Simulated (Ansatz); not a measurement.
Te₁₄Mo₃, 17 atoms. Hardware: 2 threads of AMD EPYC 7R13 on a shared host and a share (18 GiB) of an NVIDIA H100 80GB HBM3.

In the def2 sets Mo, Te take a core potential; there is no spin–orbit coupling. Correlated methods freeze 56 core orbitals; core or outer-core shells of Mo, Te are correlated, in sets that lack core-valence functions. Single mean-field runs in def2-SVP are fitted with def2-universal-jkfit.

(1) How many basis functions does each of these Ansatz runs have, and roughly what does it cost? LDA (SPW92)/def2-SVP, charge 0 triplet, energy, from earlier orbitals; PBE with 10 % exact exchange/def2-SVP, charge 0 triplet, energy, from earlier orbitals; revPBE-D4/def2-SVP, charge 0 triplet, energy, from earlier orbitals; r2SCAN-D4/def2-SVP, charge -1 doublet at the geometry of the charge 0 singlet, energy, from earlier orbitals; PBE-D4/def2-SVP, charge 1 doublet, relaxation, 16 steps; PBE-D4/def2-SVP, charge -1 doublet at the geometry of the charge 0 singlet, energy, from earlier orbitals; PBE0-D4/def2-SVP, charge 1 doublet at the geometry of the charge 0 singlet, energy; MP2/def2-SVP, charge 0 singlet, energy, from earlier orbitals; PBE with 35 % exact exchange/def2-SVP, charge 0 triplet, energy, from earlier orbitals; PBE with 15 % exact exchange/def2-SVP, charge 0 triplet, energy, from earlier orbitals; PBE-D4/def2-SVP, charge 0 triplet, energy, from earlier orbitals; LDA (SPW92)/def2-SVP, charge -1 doublet at the geometry of the charge 0 singlet, energy, from earlier orbitals.

Results:

(1) Other jobs shared the machine, so times can vary by a factor of up to 3.

```csv
run,functions,fitting or Cholesky vectors,wall time,peak host memory (GiB)
"PBE-D4/def2-SVP, charge 0 triplet, energy, from earlier orbitals",457,3817,10 s,1.1
"PBE-D4/def2-SVP, charge -1 doublet at the geometry of the charge 0 singlet, energy, from earlier orbitals",457,3817,10 s,1.1
"LDA (SPW92)/def2-SVP, charge 0 triplet, energy, from earlier orbitals",457,3817,11 s,1.1
"revPBE-D4/def2-SVP, charge 0 triplet, energy, from earlier orbitals",457,3817,11 s,1.1
"PBE with 10 % exact exchange/def2-SVP, charge 0 triplet, energy, from earlier orbitals",457,3817,14 s,1.1
"PBE with 15 % exact exchange/def2-SVP, charge 0 triplet, energy, from earlier orbitals",457,3817,15 s,1.1
"LDA (SPW92)/def2-SVP, charge -1 doublet at the geometry of the charge 0 singlet, energy, from earlier orbitals",457,3817,19 s,1.1
"r2SCAN-D4/def2-SVP, charge -1 doublet at the geometry of the charge 0 singlet, energy, from earlier orbitals",457,3817,23 s,1.5
"PBE with 35 % exact exchange/def2-SVP, charge 0 triplet, energy, from earlier orbitals",457,3817,42 s,1.1
"PBE0-D4/def2-SVP, charge 1 doublet at the geometry of the charge 0 singlet, energy",457,3817,47 s,1.2
"MP2/def2-SVP, charge 0 singlet, energy, from earlier orbitals",457,5643,47 s,1.4
"PBE-D4/def2-SVP, charge 1 doublet, relaxation, 16 steps",457,3817,2 min,1.2
```
